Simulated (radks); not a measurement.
Results of a calculation; reference values are marked as such.
Radial electron density D(r) = 4 pi r^2 rho(r) of an atom or ion with 17 electrons. Code: a radial shooting solver on a logarithmic mesh with Libxc functionals. Model: scalar-relativistic Kohn-Sham, PBE, spin-polarised, spherical densities, point nucleus.

```
   r/bohr * D(r) (the largest magnitude, 35, reaches the edge; | marks zero)
 0.002731 | *
 0.003055 | *
 0.003417 |  *
 0.003821 |  *
 0.004309 |   *
 0.004819 |    *
  0.00539 |     *
 0.006029 |      *
 0.006744 |       *
 0.007604 |         *
 0.008505 |           *
 0.009513 |             *
  0.01064 |               *
    0.012 |                  *
  0.01342 |                     *
  0.01501 |                        *
  0.01679 |                            *
  0.01878 |                                *
  0.02117 |                                   *
  0.02368 |                                       *
  0.02649 |                                          *
  0.02963 |                                             *
   0.0334 |                                               *
  0.03736 |                                                *
  0.04179 |                                                *
  0.04674 |                                                *
  0.05228 |                                              *
  0.05895 |                                            *
  0.06593 |                                         *
  0.07375 |                                       *
  0.08249 |                                      *
    0.093 |                                      *
    0.104 |                                       *
   0.1164 |                                          *
   0.1301 |                                              *
   0.1456 |                                                 *
   0.1641 |                                                     *
   0.1836 |                                                      *
   0.2053 |                                                     *
   0.2297 |                                                *
    0.259 |                                         *
   0.2896 |                                  *
    0.324 |                          *
   0.3624 |                    *
   0.4053 |                *
    0.457 |               *
   0.5111 |                *
   0.5717 |                 *
   0.6395 |                  *
    0.721 |                 *
   0.8064 |               *
    0.902 |           *
    1.009 |       *
    1.128 |    *
    1.272 | *
    1.423 |*
    1.592 *
     1.78 *
    2.007 *
    2.245 *
    2.511 *
```

What is the nuclear charge?

Answer. Z = 26. The innermost maximum, from 1s, lies near gamma/Z bohr with gamma = sqrt(1 - (Z/c)^2) = 0.982, here 0.0378 bohr (found: 0.0408), and its height grows with Z. The density is that of the iron ion Fe9+ in [Ne] 3s2 3p5; the configuration itself is not fixed sharply by these data, and Z only to about a unit. D(r) has 3 maxima, at r = 0.0408, 0.184, 0.645 bohr, and minima at 0.0886, 0.453 bohr, inside which lie 2.11, 10.40 electrons.
